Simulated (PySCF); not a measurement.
A structure optimised at PBE-D3(BJ)/def2-SVP, used in a PySCF frequency run:

```xyz
13

Te    -0.0806    -0.1132     0.8893
C     -0.6351    -1.8845    -0.3061
C     -1.1572    -1.5456    -1.6911
H     -1.3915    -2.3925     0.3283
H      0.2683    -2.5230    -0.3428
H     -0.3994    -0.9677    -2.2598
H     -2.0888    -0.9460    -1.6465
H     -1.3710    -2.4725    -2.2658
S      1.2534     0.9976    -0.8051
C      0.0585     2.1215    -1.6268
H     -0.7536     1.5600    -2.1260
H      0.6446     2.6709    -2.3921
H     -0.3681     2.8483    -0.9101
```
Charge 0, spin multiplicity 1.

Question: Write its SMILES and formula.

Answer: CC[Te]SC, C3H8STe

Question: What are its rotational constants (standard atomic weights)?

Answer: 2.3666, 1.6420, 1.1169 GHz
